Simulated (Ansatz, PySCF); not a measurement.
Lewis adduct: GaH3 (SMILES [GaH3]) (first 4 atoms) with C2H6O (SMILES COC); geometry from B3LYP-D3(BJ)/def2-TZVP, rigid monomers moved along the line of their centres of mass till Ga1···O6 is 1.95 Å.
(charge 0, multiplicity 1):
```
atom    x (Å)    y (Å)   z (Å)
----  -------  -------  ------
Ga     0.7169   0.2403  0.9854
H      1.9781  -0.6968  1.1198
H     -0.6087  -0.3757  0.3769
H      0.9005   1.8057  0.9343
C     -0.8926   1.0152  3.2209
O      0.1876   0.1512  2.8591
C      0.0435  -1.1722  3.3807
H     -0.9623   1.0761  4.3089
H     -1.8339   0.6435  2.8072
H     -0.6684   1.9942  2.8067
H     -0.0171  -1.1304  4.4702
H      0.9251  -1.7304  3.0780
H     -0.8540  -1.6469  2.9752
```

Monomers are frozen at their geometry in the pair; levels with a basis set take the counterpoise correction.

Correlated levels freeze the cores. Filled d and f shells under p-block atoms count as core.

Programs: Ansatz (an electronic-structure program); PySCF for the dispersion terms. Values without a source in brackets are computed.

PBE/def2-TZVPPD gives -535.2 meV for the interaction energy.

Task: Predict the shift from PBE, with its sign, for: PBE-D3(BJ)/def2-TZVPPD, r2SCAN/def2-TZVPPD, PBE0/def2-TZVPPD, wB97M-V/def2-TZVPPD, MP2/aug-cc-pVDZ, CCSD(T)/aug-cc-pVDZ.

Result: PBE-D3(BJ)/def2-TZVPPD -102.4; r2SCAN/def2-TZVPPD -243.4; PBE0/def2-TZVPPD -105.2; wB97M-V/def2-TZVPPD -216.8; MP2/aug-cc-pVDZ -61.8; CCSD(T)/aug-cc-pVDZ -24.5 meV. 0 of 6 lie above PBE; the widest gap is to r2SCAN/def2-TZVPPD.
